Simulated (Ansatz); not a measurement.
Coupled-cluster run, `O=[C](S)[GaH2]`.

```yaml
crystal:
  periodic: [false, false, false]
  atoms:
    - {symbol: O, position_ang: [-0.090338, -1.431308, 1.551371]}
    - {symbol: C, position_ang: [0.259799, -0.684864, 0.681547]}
    - {symbol: S, position_ang: [2.006290, -0.594323, 0.234295]}
    - {symbol: Ga, position_ang: [-1.037392, 0.508812, -0.336770]}
    - {symbol: H, position_ang: [1.845031, 0.330769, -0.725079]}
    - {symbol: H, position_ang: [-2.548577, 0.436198, 0.047890]}
    - {symbol: H, position_ang: [-0.434813, 1.434716, -1.453254]}
basis:
  gaussian: {orbitals: def2-TZVPP}
correlation: {method: ccsd_t}
output: {orbitals: {seedname: orbitals}}
```

```sh
$ ansatz run in.yaml --threads 4 --pin off --events-out ev --progress --plain
```

Output of Ansatz, abridged:

```
Functional definition: HF
1192 factors; integrals over basis functions are off by at most 1.1e-3 eV
mean field evaluation 1: about -66263.6510 eV, gradient 3.8e1 eV
mean field evaluation 2: about -66263.8496 eV, gradient 3.8e1 eV
mean field evaluation 4: about -66267.3008 eV, gradient 4.0e0 eV
mean field evaluation 8: about -66267.4163 eV, gradient 7.0e-1 eV
mean field evaluation 16: about -66267.4221 eV, gradient 2.6e-6 eV
mean field -66267.42206729 eV, -2435.2828433010 hartree, gradient 2.6e-6 eV, S^2 0.000000; 0 other end points of the search recorded, 0 dependent functions left out
16 core orbitals not correlated: weight in the atoms' cores, before any rotation towards them, 1.000 or more for the frozen orbitals, at most 0.000 for the correlated occupied ones
reference -66267.42206729 eV, -2435.2828433010 hartree; 16, 16 occupied and 162, 162 virtual orbitals, 1192 factors
second order -21.53298803 eV of doubles, -0.00000000 eV of singles
cycle   1  -21.20263839 eV  change    3.3e-1 eV  update   1.4e-1
cycle   2  -21.95868434 eV  change   -7.6e-1 eV  update   4.5e-2
cycle   3  -22.12905824 eV  change   -1.7e-1 eV  update   2.4e-2
cycle   4  -22.11083700 eV  change    1.8e-2 eV  update   6.6e-3
cycle   5  -22.10702750 eV  change    3.8e-3 eV  update   3.3e-3
cycle   6  -22.10856335 eV  change   -1.5e-3 eV  update   1.3e-3
cycle   7  -22.10775706 eV  change    8.1e-4 eV  update   5.7e-4
cycle   8  -22.10766293 eV  change    9.4e-5 eV  update   2.7e-4
cycle   9  -22.10775922 eV  change   -9.6e-5 eV  update   1.1e-4
cycle  10  -22.10774447 eV  change    1.5e-5 eV  update   4.2e-5
cycle  11  -22.10772273 eV  change    2.2e-5 eV  update   1.6e-5
perturbative correction -1.04799111 eV, -0.0385129630 hartree
Total energy: -66290.57778113 eV, -2436.1338000891 hartree
```

It took 19 s on 4 threads of a server CPU on a shared host, with 2.4 GiB of host memory at the peak.

The correlation energy is -23.156 eV, 4.5 % of it from (T); the T1 diagnostic reads 0.0166.
